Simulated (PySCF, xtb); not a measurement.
C3H5O, SMILES [CH2]C(C)=O, multiplicity 2.

Harmonic wavenumbers (cm⁻¹) from GFN2-xTB in xtb at its own minimum, in rising order: 94, 348, 378, 379, 505, 624, 865, 951, 979, 1036, 1246, 1371, 1382, 1454, 1460, 1573, 3024, 3030, 3065, 3107, 3161.

### Question
What does PySCF with PBE0-D3(BJ)/def2-SVP give at its own minimum? (Estimate from the structure and the level; the computed values follow.)

### Answer
61, 366, 386, 510, 532, 734, 840, 920, 1010, 1055, 1272, 1372, 1429, 1447, 1453, 1673, 3060, 3149, 3168, 3198, 3300. Paired by order, the mean absolute difference is 53 cm⁻¹ and the zero-point energies are 42.9 and 44.2 kcal/mol.
